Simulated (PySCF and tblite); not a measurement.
Results of a calculation; reference values are marked as such.
C₆H₅BrO, numbered as in [OH:1][c:2]1[cH:3][cH:4][cH:5][c:6]([Br:7])[cH:8]1.

Conformers came from 60 starts (ETKDG and KDG, MMFF94s, GFN2-xTB); geometries are GFN2-xTB. Energies: PBE0-D3(BJ)/pcSseg-1, with GFN2-xTB thermal terms (modes under about 100 cm⁻¹ blended into free rotors). Symmetry numbers and mirror images are counted. Conformers within 2.5 kcal/mol (GFN2-xTB free energy) were kept, 3 at most. Couplings: B3LYP/6-31G* with pcJ-1 on H (gas phase; spin-dipole term only for pairs with B, N, F, Si or P). Couplings are for ¹H. H–H couplings come out 0.1 to 0.9 Hz lower than with pcJ-1 on all atoms. Codes: tblite and PySCF.

Torsions listed: H1–O1–C2–C3.

| conformer | shape | weight % |
| --- | --- | --- |
| 1 | 180° | 53.2 |
| 2 | 0° | 46.8 |

Give the couplings in each conformer and the averages at 298.15 K (pairs that fast motion interchanges averaged).


| coupling | pairs | 1 | 2 | average (Hz) |
| --- | --- | --- | --- | --- |
| ³J(H3,H4) | 1 | 9.4 | 9.1 | 9.2 |
| ³J(H4,H5) | 1 | 9.3 | 9.5 | 9.4 |

Spin–orbit effects of the heavy atoms on shieldings are missing.
